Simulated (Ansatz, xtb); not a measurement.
Lewis adduct: GaH3 (SMILES [GaH3]) (first 4 atoms) with C3H9N (SMILES CN(C)C); geometry from B3LYP-D3(BJ)/def2-TZVP, rigid monomers moved along the line of their centres of mass till Ga1···N6 is 1.95 Å.
(charge 0, multiplicity 1):
```xyz
17

Ga    -0.749     0.407     1.711
H     -1.493     1.741     2.131
H      0.591     0.539     0.877
H     -1.628    -0.894     1.496
C     -1.061    -0.227     4.415
N      0.029    -0.051     3.441
C      0.793    -1.301     3.297
C      0.918     1.045     3.862
H     -0.662    -0.486     5.403
H     -1.723    -1.021     4.075
H     -1.631     0.697     4.488
H      1.247    -1.591     4.252
H      1.576    -1.161     2.554
H      0.128    -2.093     2.960
H      1.375     0.825     4.833
H      1.700     1.180     3.117
H      0.343     1.967     3.936
```

Interaction energies are E(AB) − E(A) − E(B) at the monomers' geometry in the complex; basis-set methods are counterpoise corrected.

Correlated levels freeze the cores. Filled d and f shells under p-block atoms count as core.

The values were computed with Ansatz (Gaussian orbitals); xtb for the GFN methods. 

Problem. What is the computed interaction energy (wB97M-V/def2-TZVPPD)?

Solution. -28.3 kcal/mol

Problem. Predict the interaction energy from SCS-MP2/aug-cc-pVDZ.

Solution. -21.5 kcal/mol

Problem. Estimate the interaction energy that GFN1-xTB returns for this input.

Solution. -17.9 kcal/mol

Ansatz is a quantum-chemistry and plane-wave program.
